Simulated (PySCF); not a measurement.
**Spin-rotation constants: `Cc1[nH]nnc1Br`, C3H4BrN3**

Geometry:
| atom | x (Å) | y (Å) | z (Å) |
| --- | --- | --- | --- |
| C1 | -1.473 | -0.119 | 0.059 |
| C2 | 0.003 | -0.046 | 0.008 |
| N3 | 0.851 | -1.095 | 0.115 |
| N4 | 2.119 | -0.694 | 0.021 |
| N5 | 2.138 | 0.569 | -0.144 |
| C6 | 0.873 | 1.021 | -0.161 |
| Br7 | 0.421 | 2.823 | -0.379 |
| H8 | -1.798 | -1.108 | 0.373 |
| H9 | -1.859 | 0.625 | 0.753 |
| H10 | -1.893 | 0.096 | -0.923 |
| H11 | 0.625 | -2.069 | 0.250 |

Method used: PySCF 2.14.0, GIAO B3LYP/pcSseg-1 magnetisability, rotational g tensor and spin-rotation constants, non-relativistic, gas phase. Geometry: GFN2-xTB.

The calculation is non-relativistic, which matters for the atoms heavier than Zn.

Problem. Give the nuclear spin-rotation constants along the inertial axes (H = +C I·J) beside the isotropic shieldings.

Solution. Rotational constants 3.5825, 1.2492, 0.9315 GHz. A star marks the isotopologue with that one atom substituted, in its own axes.
```csv
atom,isotope,Caa (kHz),Cbb (kHz),Ccc (kHz),mean (kHz),σ (ppm)
N3,14N,0.746,0.151,0.087,0.328,4.2
N4,14N,0.927,0.332,0.076,0.445,-134.4
N5,14N,1.103,0.285,0.062,0.483,-130.3
Br7,79Br,1.376,2.803,1.577,1.918,2180.1
H8,1H,-0.026,-0.096,-0.101,-0.074,29.5
H9,1H,-0.194,-0.109,-0.041,-0.115,29.1
H10,1H,-0.331,-0.109,-0.007,-0.149,29.3
H11,1H,0.416,-0.104,-0.105,0.069,21.1
C1,13C*,0.527,0.166,0.119,0.271,171.1
C2,13C*,1.389,0.568,0.148,0.702,41.9
C6,13C*,1.696,0.373,0.234,0.767,37.9
```
For the geometry as given, no vibrational averaging.

Problem. How do the rotational constants and the g tensor change when H8, H9, H10, H11 are replaced by deuterium?

Solution. Constants 3.1138, 1.1934, 0.8720 GHz; g -0.0557, -0.0114, 0.0053, against -0.0621, -0.0123, 0.0059 before.
